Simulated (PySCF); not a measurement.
# Functional dependence of a UV spectrum

C2H9NSi.
Numbering: `[CH3:1][NH:2][SiH2:3][CH3:4]` (hydrogens: H5, H6, H7 on C1; H8 on N2; H9, H10 on Si3; H11, H12, H13 on C4)

Linear-response calculations in the def2-SVPD basis (PySCF; singlets by full response, triplets Tamm–Dancoff, core orbitals frozen in the response; HF means time-dependent Hartree–Fock). 'Strongest' is the level of largest summed f among the singlets computed (10 roots, of which the last may lack a degenerate partner); it can jump between rows when another state enters that window. S1 is the lowest singlet of each run and needn't be the same state throughout; f(S1) is that of one state. One conformer (not necessarily the lowest) at the PBE0-D3(BJ)/def2-SVP geometry, without solvent, vibrations or thermal averaging.

```
functional                               kind  S1 (eV)  f(S1)  strongest (eV)  T1 (eV)  HOMO (eV)  gap (eV)  ionisation energy, ΔSCF (eV)
       LDA                                LDA     5.13  0.002            6.72     4.99      -5.37      5.08                          8.65
       PBE                                GGA     5.17  0.003            7.23     5.01      -5.29      5.13                          8.52
     B3LYP  global hybrid, 20% exact exchange     5.65  0.002            7.84     5.45      -6.43      6.72                          8.75
      PBE0  global hybrid, 25% exact exchange     5.85  0.002            7.60     5.61      -6.64      7.21                          8.70
 BHandHLYP  global hybrid, 50% exact exchange     6.29  0.003            9.08     6.01      -7.94      9.03                          8.70
 CAM-B3LYP             range-separated hybrid     5.97  0.002            8.77     5.71      -8.04      9.28                          8.86
   wB97X-D             range-separated hybrid     6.17  0.003            8.17     5.98      -8.53     10.73                          8.82
   LC-wPBE             range-separated hybrid     6.52  0.004            8.67     6.20      -9.38     11.71                          8.97
        HF                       Hartree–Fock     7.15  0.003            9.54     6.72     -10.00     12.61                   not settled
```

S1 runs from 5.13 eV (LDA) to 7.15 eV (HF), a spread of 2.02 eV, while the orbital gap spreads over 7.5 eV. Along PBE (0%), B3LYP (20%), PBE0 (25%), BHandHLYP (50%), HF (100%) S1 rises with the share of exact exchange. −ε(HOMO) comes closest to its own ΔSCF ionisation energy with wB97X-D (-0.30 eV) and misses most with LDA (-3.28 eV). 'Not settled' means that the ion's SCF failed to converge or may have ended in another state than the lowest.

Without π bonds the low states are Rydberg-like; a valence basis with one diffuse set may place them up to an eV too high.
